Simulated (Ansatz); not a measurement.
Relaxation of CoI₂ with UKS PBE0-D4/def2-TZVP.

```sh
$ ansatz run in.yaml --threads 4 --pin off --events-out ev --progress --plain --max-ram 3916MiB
```

```yaml
crystal:
  periodic: [false, false, false]
  atoms:
    - {symbol: Co, position_ang: [0.036170, 0.888750, -0.082690]}
    - {symbol: I, position_ang: [1.652710, -0.609810, -1.005060]}
    - {symbol: I, position_ang: [-1.688880, -0.278940, 1.087750]}
basis:
  gaussian: {orbitals: def2-TZVP}
magnetization: {spin_polarized: true, initial_magnetization: 1}
hamiltonian: {xc: pbe0, dispersion: d4}
scf: {lower_state_search: "off"}
output: {orbitals: {seedname: orbitals}}
relax: {f_tol: 0.02, max_steps: 100}
```

Hardware: 4 threads of Arm Neoverse N1 on a shared host. Wall time 88 s, peak host memory 0.73 GiB.

Positions (Å) and forces (eV/Å) at steps 1, 2, 3, 4, 5, 7 of 7:

```xyz
3
step=1 energy=-53825.6248 eV
Co    0.036    0.889   -0.083    0.018    0.074   -0.016
I     1.653   -0.610   -1.005    0.374   -0.069   -0.232
I    -1.689   -0.279    1.088   -0.392   -0.005    0.248
3
step=2 energy=-53825.7258 eV
Co    0.032    0.774   -0.072   -0.032   -0.461    0.051
I     1.795   -0.566   -1.098   -0.048    0.233    0.015
I    -1.828   -0.208    1.171    0.080    0.228   -0.066
3
step=3 energy=-53825.8189 eV
Co    0.023    0.578   -0.054   -0.012   -0.378    0.033
I     1.914   -0.479   -1.179   -0.139    0.204    0.074
I    -1.938   -0.098    1.233    0.152    0.174   -0.108
3
step=4 energy=-53825.8833 eV
Co    0.015    0.379   -0.035   -0.008   -0.197    0.018
I     1.983   -0.386   -1.229   -0.071    0.106    0.038
I    -1.998    0.008    1.264    0.079    0.091   -0.056
3
step=5 energy=-53825.9185 eV
Co    0.007    0.180   -0.017   -0.004   -0.084    0.008
I     2.026   -0.291   -1.263   -0.039    0.046    0.021
I    -2.033    0.111    1.279    0.042    0.038   -0.029
3
step=7 energy=-53825.9287 eV
Co    0.000   -0.004    0.000    0.000    0.002    0.000
I     2.038   -0.199   -1.276   -0.001   -0.001    0.001
I    -2.038    0.204    1.276    0.001   -0.001   -0.001
```

In the def2 sets I takes a core potential; there is no spin–orbit coupling. The charge 0 doublet is spin-contaminated (final ⟨S²⟩ up to 1.76, 0.75 for a pure state). The relaxation made no stability test and no search for a lower SCF solution. No other spin state of charge 0 was run. The structure comes from a short search, and lower isomers may exist.
